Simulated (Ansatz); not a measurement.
Born–Oppenheimer molecular dynamics of CHF₂NSi (6 atoms, charge 0, multiplicity 1). It starts at the highest image of a converged band. Of that band: Neighbouring images differ by up to 3.0 eV, so the band resolves the path poorly. A vibrational analysis at the climbing image gives one clearly imaginary mode, 1142i cm⁻¹: a first-order saddle point.

Computed with Ansatz 0.2.0, RKS B3LYP-D4/cc-pVDZ.

| Quantity | Value |
| --- | --- |
| ensemble | NVE (velocity Verlet) |
| time step | 0.5 fs |
| steps asked | 200 |
| starting velocities drawn for | 100 K |
| seed | 7505 |

Frames 0.5 fs apart, positions in Å, forces in eV/Å.

Velocities at 35.0 fs (Å/ps):

```
N -0.72 10.10 -9.84
C 0.26 15.75 1.34
Si 1.37 -15.53 4.02
F -1.35 5.20 2.78
F -0.23 2.07 5.40
H -1.56 -32.42 -145.51
```

```xyz
6
Properties=species:S:1:pos:R:3:forces:R:3 time_fs=35.0 energy_less_start_eV=-1.857 T=3689
N 0.317 -1.899 1.004 0.12 -0.97 0.35
C 0.061 -0.948 0.398 -0.01 0.17 0.66
Si -0.099 0.739 -0.170 -0.50 5.76 -3.23
F -1.410 0.932 -1.171 -0.03 -1.17 0.49
F 1.147 1.062 -1.216 0.19 -1.04 0.45
H -0.208 2.478 0.102 0.23 -2.74 1.29
6
Properties=species:S:1:pos:R:3:forces:R:3 time_fs=35.5 energy_less_start_eV=-1.746 T=3475
N 0.317 -1.894 0.999 0.14 -1.03 0.39
C 0.061 -0.940 0.399 0.00 -0.15 0.75
Si -0.098 0.732 -0.169 -0.58 6.14 -3.56
F -1.411 0.934 -1.169 -0.06 -1.29 0.46
F 1.147 1.063 -1.213 0.27 -1.13 0.39
H -0.209 2.458 0.031 0.23 -2.54 1.57
6
Properties=species:S:1:pos:R:3:forces:R:3 time_fs=36.0 energy_less_start_eV=-1.631 T=3252
N 0.317 -1.889 0.994 0.15 -1.08 0.42
C 0.061 -0.932 0.400 0.02 -0.48 0.84
Si -0.097 0.725 -0.167 -0.65 6.47 -3.86
F -1.411 0.937 -1.168 -0.11 -1.40 0.43
F 1.147 1.064 -1.210 0.36 -1.23 0.33
H -0.209 2.433 -0.036 0.22 -2.28 1.85
6
Properties=species:S:1:pos:R:3:forces:R:3 time_fs=36.5 energy_less_start_eV=-1.511 T=3020
N 0.316 -1.885 0.989 0.16 -1.12 0.45
C 0.061 -0.924 0.401 0.04 -0.82 0.94
Si -0.097 0.718 -0.166 -0.71 6.74 -4.13
F -1.412 0.939 -1.166 -0.17 -1.51 0.38
F 1.147 1.065 -1.207 0.47 -1.32 0.25
H -0.208 2.402 -0.100 0.21 -1.97 2.11
6
Properties=species:S:1:pos:R:3:forces:R:3 time_fs=37.0 energy_less_start_eV=-1.386 T=2777
N 0.316 -1.880 0.985 0.17 -1.16 0.48
C 0.061 -0.917 0.402 0.06 -1.16 1.05
Si -0.096 0.713 -0.165 -0.76 6.93 -4.35
F -1.413 0.941 -1.165 -0.25 -1.62 0.32
F 1.147 1.065 -1.204 0.59 -1.40 0.16
H -0.207 2.366 -0.158 0.19 -1.59 2.35
6
Properties=species:S:1:pos:R:3:forces:R:3 time_fs=37.5 energy_less_start_eV=-1.254 T=2522
N 0.316 -1.876 0.980 0.19 -1.20 0.51
C 0.061 -0.909 0.404 0.08 -1.48 1.14
Si -0.096 0.707 -0.164 -0.81 7.05 -4.53
F -1.414 0.943 -1.163 -0.34 -1.73 0.25
F 1.147 1.065 -1.202 0.71 -1.48 0.06
H -0.206 2.326 -0.210 0.17 -1.16 2.58
6
Properties=species:S:1:pos:R:3:forces:R:3 time_fs=38.0 energy_less_start_eV=-1.117 T=2256
N 0.316 -1.872 0.976 0.20 -1.26 0.55
C 0.061 -0.902 0.405 0.10 -1.77 1.22
Si -0.096 0.703 -0.164 -0.84 7.07 -4.65
F -1.414 0.944 -1.162 -0.45 -1.82 0.16
F 1.147 1.066 -1.199 0.85 -1.56 -0.05
H -0.204 2.284 -0.256 0.14 -0.65 2.77
6
Properties=species:S:1:pos:R:3:forces:R:3 time_fs=38.5 energy_less_start_eV=-0.973 T=1979
N 0.315 -1.868 0.971 0.22 -1.33 0.59
C 0.062 -0.896 0.407 0.11 -2.03 1.29
Si -0.095 0.699 -0.165 -0.87 6.97 -4.72
F -1.415 0.945 -1.160 -0.56 -1.91 0.07
F 1.148 1.065 -1.196 1.00 -1.63 -0.17
H -0.201 2.240 -0.296 0.10 -0.08 2.94
6
Properties=species:S:1:pos:R:3:forces:R:3 time_fs=39.0 energy_less_start_eV=-0.825 T=1692
N 0.315 -1.865 0.967 0.25 -1.42 0.65
C 0.062 -0.889 0.409 0.11 -2.23 1.33
Si -0.095 0.695 -0.165 -0.89 6.76 -4.74
F -1.416 0.947 -1.158 -0.68 -1.99 -0.02
F 1.148 1.065 -1.193 1.15 -1.69 -0.29
H -0.199 2.196 -0.328 0.06 0.57 3.07
6
Properties=species:S:1:pos:R:3:forces:R:3 time_fs=39.5 energy_less_start_eV=-0.675 T=1403
N 0.315 -1.861 0.963 0.28 -1.54 0.71
C 0.062 -0.884 0.412 0.10 -2.37 1.36
Si -0.095 0.692 -0.166 -0.89 6.43 -4.70
F -1.417 0.947 -1.157 -0.79 -2.07 -0.12
F 1.149 1.065 -1.190 1.29 -1.74 -0.41
H -0.196 2.154 -0.353 0.01 1.29 3.16
6
Properties=species:S:1:pos:R:3:forces:R:3 time_fs=40.0 energy_less_start_eV=-0.529 T=1121
N 0.315 -1.858 0.959 0.32 -1.68 0.79
C 0.062 -0.878 0.414 0.08 -2.44 1.36
Si -0.095 0.690 -0.168 -0.89 5.99 -4.63
F -1.418 0.948 -1.155 -0.90 -2.13 -0.21
F 1.149 1.064 -1.188 1.43 -1.79 -0.53
H -0.194 2.114 -0.371 -0.04 2.04 3.22
6
Properties=species:S:1:pos:R:3:forces:R:3 time_fs=40.5 energy_less_start_eV=-0.397 T=867
N 0.315 -1.856 0.955 0.36 -1.84 0.88
C 0.063 -0.873 0.417 0.05 -2.45 1.33
Si -0.095 0.688 -0.170 -0.88 5.49 -4.54
F -1.419 0.948 -1.153 -1.00 -2.18 -0.30
F 1.150 1.063 -1.185 1.55 -1.82 -0.64
H -0.191 2.079 -0.381 -0.09 2.80 3.25
```

Of the whole run (100 fs, mean temperature of the second half 3123 K): The conserved energy stayed within 0.73 meV per atom of its start (net change -0.64 meV per atom), so the integration is sound. The system heated up, since it started high on the potential surface and ran downhill. A run of 0.1 ps of so small a system gives no equilibrium averages. The orbitals stay closed-shell, which can raise the energy where a bond breaks towards radicals; this wasn't checked here.

Run time: 9.7 min on 1 thread of Arm Neoverse V1, on a shared host, peak memory 0.14 GiB.
